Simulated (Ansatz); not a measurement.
Input for Ansatz (a program for electronic structure): R-B3LYP-D3(BJ)/def2-TZVP on F2Te (SMILES F[Te]F). Elements past Kr take the def2 small-core potentials; no spin–orbit coupling.

Ansatz 0.2 input:
```yaml
crystal:
  periodic: [false, false, false]
  atoms:
    - {symbol: Te, position_ang: [0.10962460, -0.06722509, 0.90671724]}
    - {symbol: F, position_ang: [0.63078816, 1.22100658, -0.46463293]}
    - {symbol: F, position_ang: [-0.75699713, -1.12999570, -0.47724413]}
basis:
  gaussian:
    orbitals: def2-TZVP
hamiltonian:
  xc: b3lyp
  dispersion: d3bj
relax: {f_tol: 0.003, max_steps: 120}
```

Predict the final total energy.

-467.8908 hartree.

How many basis functions does it have, and what does it roughly cost on one machine?

112 functions; around 9 core-seconds (rough).
